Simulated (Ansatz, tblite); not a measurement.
Spin states of the cluster Ge₃Se₃ (the lowest singlet isomer of a short search), each relaxed with PBE0-D4/def2-SVP in Ansatz. Electronic energies in the gas phase.

The xTB rows come from tblite. B3LYP takes the VWN-RPA correlation. The structure comes from a short search, and lower isomers may exist.

Singlet geometry (C2v within 0.1 Å):

```xyz
6

Ge   -1.575    0.327    0.021
Ge    0.870   -1.111    2.032
Ge    1.093    0.288   -1.145
Se   -0.917    1.170   -2.139
Se   -0.059   -1.851   -0.074
Se    0.588    1.177    1.305
```

Triplet geometry (C2v within 0.1 Å):

```tsv
atom	x (Å)	y (Å)	z (Å)
Ge1	0.920	-0.813	-0.907
Ge2	-2.239	-1.150	0.355
Ge3	0.084	1.329	0.748
Se4	2.251	1.156	-0.357
Se5	0.133	-1.081	1.466
Se6	-1.149	0.560	-1.304
```

Quintet geometry:

Cartesian coordinates in Å:
```
Ge 1.311 0.667 -1.637
Ge 0.073 0.894 2.177
Ge -1.113 -0.680 -0.022
Se -0.294 -1.220 -2.140
Se -0.491 1.753 -0.048
Se 0.513 -1.415 1.670
```

⟨S²⟩: triplet 2.02 at PBE0-D4/def2-TZVP (pure 2.00), quintet 6.02 at PBE0-D4/def2-TZVP (pure 6.00).

Only these spin states were relaxed. The triplet has other bonds than the singlet, so the gap mixes isomer and spin. The quintet has other bonds than the singlet, so the gap mixes isomer and spin.

Estimate which spin state lies lowest at each of these levels, and by how much: GFN1-xTB; GFN2-xTB; HF/STO-3G; PBE-D4/def2-TZVP; r2SCAN-D4/def2-TZVP; B3LYP-D4/def2-TZVP; PBE0-D4/def2-TZVP; ωB97X-V/def2-TZVP.


| level | triplet − singlet (kJ/mol) | quintet − singlet (kJ/mol) | lowest of these |
| --- | --- | --- | --- |
| GFN1-xTB | 158.5 | 369.2 | singlet |
| GFN2-xTB | 204.8 | 466.0 | singlet |
| HF/STO-3G | 82.5 | 280.7 | singlet |
| PBE-D4/def2-TZVP | 129.7 | 376.9 | singlet |
| r2SCAN-D4/def2-TZVP | 117.9 | 356.1 | singlet |
| B3LYP-D4/def2-TZVP | 135.0 | 379.7 | singlet |
| PBE0-D4/def2-TZVP | 121.7 | 369.2 | singlet |
| ωB97X-V/def2-TZVP | 128.5 | 388.1 | singlet |

Change of the quintet − singlet gap on mixing in exact exchange, in kJ/mol: PBE to PBE0 (25 % exact exchange) -7.6. The xTB methods have no spin-polarisation term.
